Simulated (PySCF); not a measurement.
disiloxane anion (H6OSi2), SMILES [SiH3]O[SiH3] (connectivity only; charge and spin as stated), charge -1, multiplicity 2.

The structure is a stationary point at PBE0-D3(BJ)/def2-SVPD. The spin state was assumed, not searched.

Level of theory: ωB97X/def2-TZVPD in PySCF.

Isolated molecule, no solvent.

Computed frontier levels, dipole moment and polarisability:
```json
{
 "α spin, highest occupied and lowest empty level": "-0.78 and 4.99 eV",
 "β spin, highest occupied and lowest empty level": "-5.21 and 5.06 eV",
 "dipole_moment_about_the_centre_of_nuclear_charge": "3.80 D",
 "mean_static_polarisability": "100.4 bohr³ (14.87 Å³)",
 "polarisability_principal_values": "82.2, 95.1, 123.9 bohr³",
 "⟨S²⟩": "0.754 (pure state 0.75)"
}
```
